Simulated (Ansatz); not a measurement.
Born–Oppenheimer molecular dynamics of AlClH6N2 (10 atoms, charge 0, multiplicity 1). It starts at the highest image of a converged band, a first-order saddle point between two minima.

Theory: Ansatz 0.2.0, RKS PBE/6-31G*.

| Item | Value |
| --- | --- |
| ensemble | NVE (velocity Verlet) |
| time step | 0.5 fs |
| steps asked | 200 |
| starting velocities drawn for | 100 K |
| seed | 6643 |

First frame:

```xyz
10
Properties=species:S:1:pos:R:3
Al -0.174 0.109 0.149
Cl 0.767 1.331 -2.093
N 1.348 0.078 1.084
N -1.255 -1.298 -0.060
H -0.254 1.688 -1.163
H -0.995 1.539 -0.101
H 2.181 0.616 0.852
H 1.538 -0.581 1.837
H -2.226 -1.222 -0.361
H -0.931 -2.260 -0.142
```

Question: What does the run give?

Answer: All steps were run.

```yaml
steps_done: 200
time_covered: 100 fs
mean_temperature_over_the_second_half: 115 K
spread_of_the_potential_energy_over_the_second_half: 3.9 meV per atom
mean_potential_energy_of_the_second_half_above_the_start: -1.5 meV per atom
```

The conserved energy stayed within 0.027 meV per atom of its start (net change 0.017 meV per atom), so the integration is sound. A run of 0.1 ps of so small a system gives no equilibrium averages. The orbitals stay closed-shell, which can raise the energy where a bond breaks towards radicals; this wasn't checked here.

Question: What happens to the structure?

Answer: The step under study would form Al1–H6, Cl2–H5 and break Al1–Cl2, H5–H6. These pairs go: Al1–H6 1.67 → 1.60 Å, Cl2–H5 1.43 → 1.34 Å, Al1–Cl2 2.72 → 3.17 Å, H5–H6 1.30 → 1.92 Å. In the last frame they stand as after the step (other bonds may differ from the relaxed reactants and products). It ends as AlH5N2 + ClH. Pairs count as bonded within 1.25 times the sum of covalent radii (0.12 Å more for H–H). Another seed would give other details.

Question: How do temperature and energy run in time?

Answer: 
| time (fs) | T (K) | potential energy less start (eV) | conserved less start (meV/atom) |
| --- | --- | --- | --- |
| 0.0 | 100 | 0.000 | 0.00 |
| 3.0 | 80 | 0.021 | 0.02 |
| 6.0 | 60 | 0.041 | 0.02 |
| 9.0 | 62 | 0.040 | 0.01 |
| 12.0 | 48 | 0.054 | 0.02 |
| 15.0 | 45 | 0.057 | 0.02 |
| 18.0 | 61 | 0.041 | 0.00 |
| 21.0 | 52 | 0.050 | 0.02 |
| 24.0 | 37 | 0.065 | 0.02 |
| 27.0 | 46 | 0.055 | 0.01 |
| 30.0 | 48 | 0.054 | 0.02 |
| 33.0 | 49 | 0.053 | 0.01 |
| 36.0 | 59 | 0.043 | 0.01 |
| 39.0 | 49 | 0.053 | 0.02 |
| 42.0 | 42 | 0.060 | 0.01 |
| 45.0 | 40 | 0.062 | 0.01 |
| 48.0 | 35 | 0.067 | 0.03 |
| 51.0 | 59 | 0.042 | 0.00 |
| 54.0 | 64 | 0.037 | 0.02 |
| 57.0 | 71 | 0.030 | 0.02 |
| 60.0 | 85 | 0.016 | 0.00 |
| 63.0 | 67 | 0.034 | 0.02 |
| 66.0 | 79 | 0.022 | 0.01 |
| 69.0 | 89 | 0.011 | 0.01 |
| 72.0 | 99 | 0.001 | 0.02 |
| 75.0 | 131 | -0.032 | 0.01 |
| 78.0 | 137 | -0.038 | 0.01 |
| 81.0 | 146 | -0.047 | 0.01 |
| 84.0 | 142 | -0.043 | 0.01 |
| 87.0 | 147 | -0.048 | 0.01 |
| 90.0 | 149 | -0.050 | 0.02 |
| 93.0 | 152 | -0.054 | 0.01 |
| 96.0 | 168 | -0.070 | 0.01 |
| 99.0 | 163 | -0.064 | 0.02 |

Time of the run: 4.9 min on 2 threads of Arm Neoverse V1, with other jobs on the host, peak memory 0.12 GiB.
